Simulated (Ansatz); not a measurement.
AlH5O2Si2, relaxed with RKS PBE-D4/def2-SVP in the Gaussian-basis code of Ansatz from a rough embedded geometry. The force threshold is 0.03 eV/Å; the program also tests the step.

Charge 0, multiplicity 1.

Start:

```xyz
10

Si    0.450    0.246   -2.249
Al   -0.113   -0.672   -0.204
O    -1.516   -0.194    0.875
Si   -0.482   -0.145    2.306
O     0.854   -0.735    1.374
H     1.873    0.778   -2.200
H    -0.448    1.293   -2.629
H     0.467   -0.851   -3.276
H    -0.213    1.302    2.687
H    -0.873   -1.022    3.315
```

Q: How much energy does the relaxation release, and in how many steps? (Estimate.)

A: The calculation gave: 71.11 kJ/mol, in 7 steps.

Q: Which bonds change most? (Best estimate.)

A: Ansatz gave: Si1–Al2 from 2.312 to 2.435 Å; Si4–H10 from 1.393 to 1.502 Å; Al2–O5 from 1.852 to 1.776 Å.

Q: Give the relaxed structure. (An estimate is asked.)

A: The calculation gave: 
```xyz
10

Si    0.510    0.199   -2.397
Al    0.007    0.023   -0.021
O    -1.454    0.185    0.976
Si   -0.499   -0.191    2.346
O     0.943   -0.357    1.439
H     1.933    0.648   -2.594
H    -0.419    1.179   -3.060
H     0.334   -1.150   -3.044
H    -0.437    0.933    3.340
H    -0.917   -1.468    3.015
```
